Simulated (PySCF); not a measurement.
The PySCF input:
```python
from pyscf import gto, scf, cc

mol = gto.M(
    atom='''
B     0.72191147   -0.07271956    0.28604142
N    -0.47574358    0.04792259   -0.18850285
H     1.78645177   -0.17995280    0.70784191
H    -0.95409398    0.93158201   -0.39777808
H    -1.11171008   -0.72348951   -0.42075099
''',
    basis='6-31g',
    charge=1,
    verbose=5,
    cart=True,
)

mf = scf.RHF(mol)
mf.kernel()

mycc = cc.CCSD(mf)
mycc.kernel()
et = mycc.ccsd_t()
print('E(CCSD(T)) = %.10f' % (mycc.e_tot + et))
```

Q: What does this run give for the coupled-cluster correlation energy (without the perturbative part), total energy, T1 diagnostic, number of basis functions, SCF-reference HOMO-LUMO gap?

A: 
```yaml
coupled-cluster correlation energy (without the perturbative part): -0.1689 Eh
total_energy: -80.7590 Eh
T1 diagnostic: 0.014
number_of_basis_functions: 24
SCF-reference HOMO-LUMO gap: 15.75 eV
```
